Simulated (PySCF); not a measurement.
An unknown shows these calculated signals:

1H NMR (500 MHz, computed): δ 5.18 (d, 1H), 3.64 (m, 1H), 2.16 (br s, 1H), 1.64 (br s, 1H), 1.41 (m, 1H), 0.99 (m, 1H), 0.15 (m, 1H).

13C{1H} NMR (computed): δ 140.8 (C), 3.5 (CH), 0.3 (CH2).

Level of theory: GFN2-xTB structure, NMR shieldings at PBE0/pcSseg-1/GIAO, in PySCF (no solvent, non-relativistic, averaged over atoms made equivalent by symmetry, fast rotation or ring inversion, one conformer).

Referencing at the same level of theory: TMS for 1H and 13C.

Task: Which of these does the molecule contain: a three-membered ring, a Si–CH3 group, an OH group, a CF3 group, a (CH3)2CH unit, an ester?

Result: 
- A three-membered ring: yes.
- A Si–CH3 group: no.
- An OH group: yes (δH 2.16 (br s)).
- A CF3 group: yes (δC 140.8).
- A (CH3)2CH unit: no.
- An ester: no.

The data belong to SMILES O[SiH](O)[C@@H]1C[Si@@H]1C(F)(F)F, C3H7F3O2Si2; they needn't prove each group on their own.

Carbon signals by region: 1 in the sp2 and nitrile region (100–160 ppm), 2 below 50 ppm.

Exchangeable OH/NH protons stand at their gas-phase positions; hydrogen bonding in a real sample shifts them, mostly to higher δ. Splittings by 19F in the carbon and heteronuclear signals aren't shown, as no couplings were computed. Shifts are as computed. Against solution values, carbons near 30 ppm lie about +3 ppm off and those near 130 ppm about +5 ppm. Of 1309 compounds with measured shifts, 239 miss one by over three times the rms of a fit or turn the order of signals round; such compounds aren't used in these exercises. Multiplicities follow the n + 1 count of equivalent neighbours, as no J values were calculated; m marks all less simple cases, F and P coupling included.
